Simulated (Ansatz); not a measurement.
Reaction (redistribution): `O[Si@@H](F)[C@@H]1CO1` + `B[SiH2][SiH3]` → `F[SiH2]C1CO1` + `B[SiH](O)[SiH3]`

Program: Ansatz. Geometries: PBE0-D4/def2-TZVP. ΔE: electronic, gas phase. CCSD(T)/CBS adds triple-zeta CCSD(T) − MP2 to the extrapolated MP2 energy (def2 sets, frozen cores). Functionals use def2-TZVPP. B3LYP here is the variant with VWN-RPA as its local correlation; programs differ in this. One conformer a species, not always the lowest.

```tsv
level	ΔE (kcal/mol)
PBE0-D4	11.7
B3LYP-D4	11.0
ωB97M-V	11.8
B2PLYP	11.1
PBE	11.0
HF/def2-TZVPP	10.3
SCS-MP2/def2-TZVPP	11.2
SCS-MP2/def2-QZVPP	10.9
```

Problem. What does CCSD(T)/CBS give? (An estimate is asked.)

Solution. Ansatz gave: +11.6 kcal/mol. The listed levels differ from it by 0.1, -0.6, 0.2, -0.5, -0.6, -1.3, -0.4, -0.7 kcal/mol.

Largest T1 diagnostic among the species: 0.014.

In def2-TZVPP, CCSD(T) changes the Hartree–Fock value by +1.8 kcal/mol (the triples alone add +0.3 kcal/mol) and MP2 by +1.6 kcal/mol.
